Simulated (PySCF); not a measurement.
Diatomics of Cl with group 14

r²SCAN with double-zeta basis sets in PySCF, for the lowest determinant that a PBE0 search found; no spin–orbit coupling. De refers to high-spin ground-configuration atoms. A positive dipole means M(−)Cl(+).

```tsv
M	basis	state (unpaired electrons)	Re (Å)	ωe (cm⁻¹)	De (eV)	μ (D)
C	def2-SVPD	doublet (π ↑)	1.670	858	4.27	1.43
Si	def2-SVPD	doublet (π ↑)	2.105	513	4.41	-0.92
Ge	cc-pVDZ-PP/cc-pV(D+d)Z	doublet (π ↑)	2.197	397	4.11	-1.84
Sn	x2c-SVPall	doublet (π ↑)	2.392	357	3.91	-2.48
Pb	def2-SVP	doublet (π ↑)	2.496	322	3.77	-3.51
```

Problem. By what factor does the harmonic wavenumber vary along the series?

Solution. At r²SCAN it runs from 322 cm⁻¹ (PbCl) to 858 cm⁻¹ (CCl), a factor of 2.66.

The rows differ in basis set, which adds steps of its own.

Down a group the atoms grow and get heavier, so bonds lengthen and wavenumbers fall; this series shows no clear exception.

Spin–orbit coupling is left out, which matters for elements this heavy, above all for dissociation energies. States were picked by a PBE0 search and need not be the measured ground states.
